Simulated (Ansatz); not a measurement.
One geometry of `F[Si-](F)(F)(F)F`, several functionals.

```yaml
crystal:
  periodic: [false, false, false]
  atoms:
    - {symbol: F, position_ang: [-0.716862, -1.106039, 1.023496]}
    - {symbol: Si, position_ang: [-0.000006, -0.000022, -0.000028]}
    - {symbol: F, position_ang: [-1.466660, 0.583529, -0.396369]}
    - {symbol: F, position_ang: [0.651511, -1.218369, -0.860171]}
    - {symbol: F, position_ang: [0.716537, 1.105819, -1.023965]}
    - {symbol: F, position_ang: [0.815470, 0.635081, 1.257028]}
basis:
  gaussian: {orbitals: def2-TZVPPD}
total_charge: -1
hamiltonian: {xc: {name: r2SCAN0}, dispersion: d4}
output: {orbitals: {seedname: orbitals}}
```

```sh
$ ansatz run in.yaml --threads 4 --pin off --events-out ev --progress --plain
```

It prints (some lines left out):

```
Functional definition: r2SCAN0
1307 factors; their error is unknown
mean field evaluation 1: about -21469.7407 eV, gradient 3.3e1 eV
mean field evaluation 2: about -21469.1124 eV, gradient 4.2e1 eV
mean field evaluation 4: about -21471.2877 eV, gradient 7.3e-1 eV
mean field evaluation 8: about -21471.3491 eV, gradient 3.3e-2 eV
mean field -21471.34909724 eV, -789.0575255204 hartree, gradient 3.7e-5 eV, S^2 0.000000; 0 other end points of the search recorded, 0 dependent functions left out
reference -21471.34911501 eV, -789.0575261735 hartree; 30, 30 occupied and 218, 218 virtual orbitals, 1307 factors
Total energy: -21471.38235135 eV, -789.0587475865 hartree
```

Run time 9 s (4 threads of a server CPU on a shared host); peak host memory 0.7 GiB.

The same input with `hamiltonian: {xc: {name: BHLYP}, dispersion: d4}` (abridged; 6 s):

```
Functional definition: BHLYP
mean field -21474.62705374 eV, -789.1779881999 hartree, gradient 5.2e-5 eV, S^2 0.000000
Total energy: -21474.76884989 eV, -789.1831991124 hartree
```

With the line `hamiltonian: {xc: {name: LC-wPBE}, dispersion: d4}` (abridged; 4.1 s):

```
WARN the engine holds no damping parameters fitted to this dispersion correction and functional, so the run takes those fitted to pbe0 (hamiltonian.dispersion, under Limitations)
Functional definition: LC-wPBE
mean field -21469.63491237 eV, -788.9945303885 hartree, gradient 3.9e-5 eV, S^2 0.000000
Total energy: -21469.73664090 eV, -788.9982688429 hartree
```

The same input with `hamiltonian: {xc: {name: B2PLYP}}` (abridged; 10 s):

```
Functional definition: B2PLYP
mean field evaluation 16: about -21457.2882 eV, gradient 1.5e-5 eV
mean field -21457.28824994 eV, -788.5407989130 hartree, gradient 4.9e-6 eV, S^2 0.000000
10 core orbitals not correlated: weight in the atoms' cores, before any rotation towards them, 1.000 or more for the frozen orbitals, at most 0.000 for the correlated occupied ones
second order -44.82367865 eV of doubles, -0.00000000 eV of singles
Total energy: -21469.39082498 eV, -788.9855603423 hartree
```

With the line `hamiltonian: {xc: {name: CAM-B3LYP}, dispersion: d4}` (abridged; 6.5 s):

```
Functional definition: CAM-B3LYP
mean field -21476.95824091 eV, -789.2636577482 hartree, gradient 1.7e-5 eV, S^2 0.000000
Total energy: -21477.05967064 eV, -789.2673852221 hartree
```

The same input with `hamiltonian: {xc: r2scan, dispersion: d4}` and forces (abridged; 8 s):

```
Functional definition: r2SCAN
mean field -21473.26074404 eV, -789.1277772446 hartree, gradient 4.7e-5 eV, S^2 0.000000
Total energy: -21473.28942071 eV, -789.1288310928 hartree
Atom 0 force    -0.036082    -0.056286     0.052222 eV/Å
Atom 1 force     0.000980    -0.000281     0.000332 eV/Å
Atom 2 force    -0.074574     0.029416    -0.020697 eV/Å
Atom 3 force     0.032100    -0.061115    -0.042941 eV/Å
Atom 4 force     0.036589     0.056543    -0.051490 eV/Å
Atom 5 force     0.040987     0.031724     0.062574 eV/Å
Dipole moment:     0.000030    -0.000024    -0.000003 e Å
```

LC-ωPBE has ω = 0.4 bohr⁻¹; the program lends it PBE0's D4 damping.
